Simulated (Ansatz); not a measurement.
Gas-phase electronic energies from Ansatz, PBE0-D4/def2-TZVP geometries. CCSD(T)/CBS is the MP2 limit (def2-TZVPP, def2-QZVPP) plus CCSD(T) − MP2 in def2-TZVPP, frozen cores. This one scheme is used for every species. Functionals use def2-TZVPP. Elements past krypton have def2 core potentials. For Hf, Se outer-core shells are correlated without core-valence functions, which leaves a few kJ/mol of doubt a bond. Scalar relativity is left out up to krypton. Each species was taken in one conformer, which may not be the lowest.

Reaction (ligand exchange at the Hf–N bond): `[NH2][Hf]([OH])([F])[Cl]` + H₂Se → `[OH][Hf]([F])([Cl])[SeH]` + NH₃

| level | ΔE (kJ/mol) |
| --- | --- |
| ωB97M-V | -31.9 |
| SCS-MP2/def2-QZVPP | -35.8 |

(1) What does CCSD(T)/CBS give? (An estimate is asked.)

Largest T1 diagnostic among the species: 0.015.

## Answers

(1) Computed: -37.3 kJ/mol. The listed levels differ from it by 5.4, 1.5 kJ/mol.

In def2-TZVPP, CCSD(T) changes the Hartree–Fock value by −3.5 kJ/mol (the triples alone add −2.8 kJ/mol) and MP2 by −8.7 kJ/mol.
